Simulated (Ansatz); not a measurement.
Geometry optimisation, Ansatz, UKS PBE/def2-SVP.

Input:

```yaml
crystal:
  periodic: [false, false, false]
  atoms:
    - { symbol: O, position_ang: [-1.6885, -1.2497, -1.1648] }
    - { symbol: Si, position_ang: [-0.2288, -1.348, -0.3775] }
    - { symbol: Al, position_ang: [0.4927, 0.7959, 0.2641] }
    - { symbol: O, position_ang: [0.8948, 1.1701, 2.0475] }
    - { symbol: O, position_ang: [0.812, 2.0852, -1.0041] }
    - { symbol: H, position_ang: [-2.3614, -0.8698, -0.4785] }
    - { symbol: H, position_ang: [0.7845, -1.944, -1.2863] }
    - { symbol: H, position_ang: [-0.3353, -2.1803, 0.8061] }
    - { symbol: H, position_ang: [-0.0459, 1.5128, 2.424] }
    - { symbol: H, position_ang: [1.7592, 1.9767, -1.2276] }
magnetization:
  spin_polarized: true
basis:
  gaussian: { orbitals: def2-SVP }
hamiltonian:
  xc: pbe
relax:
  f_tol: 0.02
  max_steps: 50
```

Run as:

```bash
$ ansatz run input.yaml --threads 2 --pin off --max-ram 3072MiB --backend cpu --events-out ev --progress --plain --runs-dir out
```

**Question.** Where does it end, and by what steps?

**Answer.** The run converged. After 10 steps the energy has fallen by 1.114 eV; H9 moved furthest, 1.04 Å.

| step | energy less start (eV) | largest force component (eV/Å) | accepted |
| --- | --- | --- | --- |
| 0 | 0.0000 | 3.463 | yes |
| 1 | -0.5699 | 1.584 | yes |
| 2 | -0.7608 | 1.847 | yes |
| 3 | -0.8774 | 0.975 | yes |
| 4 | -0.9669 | 0.494 | yes |
| 5 | -1.0530 | 0.344 | yes |
| 6 | -1.0458 | 0.799 | no |
| 7 | -1.0942 | 0.221 | yes |
| 8 | -1.1109 | 0.102 | yes |
| 9 | -1.1135 | 0.022 | yes |
| 10 | -1.1136 | 0.015 | yes |

```xyz
10
Properties=species:S:1:pos:R:3
O -1.706 -1.426 -1.289
Si -0.301 -1.491 -0.338
Al 0.531 0.729 0.302
O 0.590 1.118 1.979
O 0.982 1.812 -0.956
H -2.430 -0.909 -0.897
H 0.704 -2.203 -1.202
H -0.499 -2.347 0.896
H 0.897 1.949 2.373
H 1.317 2.717 -0.864
```

Whether the end is a true minimum wasn't checked by a vibrational analysis.

Time of the run: 36 s on 2 threads of Arm Neoverse V1 (shared host), peak memory 0.17 GiB.
